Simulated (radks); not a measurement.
All-electron atom: Pt I in [Xe] 4f14 5d9 6s1 (the NIST ground configuration).

Method: non-relativistic Kohn-Sham, LB94 model potential, spin-unpolarised, spherical densities, point nucleus; relativity is left out, which matters for an element this heavy; computed with a radial shooting solver on a logarithmic mesh with Libxc functionals.

Energy parts (eV):
kinetic: 472654.29
electron-nucleus: -1125142.09
Hartree: 189911.41
(The LB94 potential has no energy functional, so no total or exchange-correlation energy is given.)

Orbitals (lengths in bohr, moments of r in powers of bohr; <r^-3> diverges for s and p1/2; r(90%) holds 90 % of the orbital's charge):
orbital  occ.  eigenvalue (eV)      <r>  <r^-3>   <1/r>  r(90%)
1s          2        -71356.50  0.01940       -   77.49  0.0345
2s          2        -11891.60  0.08171       -   18.23   0.125
2p          6        -11433.39  0.06903   16840   18.28   0.111
3s          2        -2781.101   0.2064       -   7.051   0.301
3p          6        -2563.766   0.1967    3651   7.011   0.292
3d         10        -2156.918   0.1718   650.3   6.945   0.265
4s          2        -585.4574   0.4573       -   3.058   0.654
4p          6        -492.2685   0.4618   845.3   2.973   0.668
4d         10        -320.9811   0.4709   133.1   2.794   0.701
4f         14         -92.3623   0.5002   28.65   2.448   0.800
5s          2         -85.8750    1.048       -   1.270    1.50
5p          6         -56.6571    1.147   142.7   1.152    1.67
5d          9         -12.5832    1.622   11.77  0.8163    2.55
6s          1          -8.6228    3.123       -  0.4030    4.64

The highest occupied level is 6s at -8.623 eV. The density falls to 0.001 e/bohr^3 at r = 4.30 bohr. Summed over all electrons, <r^2> = 60.33 bohr^2, which gives a Langevin (diamagnetic) susceptibility term of -47.8 x 10^-6 cm^3/mol.
